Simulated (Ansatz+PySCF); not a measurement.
A calculation with Ansatz (development build ahead of 0.2.0).

```yaml
crystal:
  periodic: [false, false, false]
  atoms:
    - { symbol: H, position_ang: [0.0, 0.0, -1.3391] }
    - { symbol: Be, position_ang: [0.0, 0.0, 0.0] }
    - { symbol: H, position_ang: [0.0, 0.0, 1.3391] }
basis:
  gaussian: { orbitals: "6-31G" }
magnetization:
  spin_polarized: true
hamiltonian:
  xc: hf
correlation:
  method: ccsd_t
  frozen_orbitals: { Be: 0, H: 0 }
scf:
  omitted_lower_state_checks: [stability, starts, atomic_configurations, cluster_reference, orbital_swaps, given_window_search, neighbouring_geometries, increment]
```

The input is written out in the form of the current development build from the run's settings.

Output:

| Quantity | Value |
| --- | --- |
| Converged | yes |
| Reference energy | -15.75936 hartree |
| CCSD correlation energy | -0.04066 hartree |
| Triples correction | -0.00028 hartree |
| Total energy | -15.80031 hartree |
| Spin squared of the determinant | 0.000 |
| Largest doubles amplitude | 0.06 |
| Occupied orbitals by symmetry in an Abelian subgroup (alpha; beta) | 2 Ag 1 B1u; 2 Ag 1 B1u |
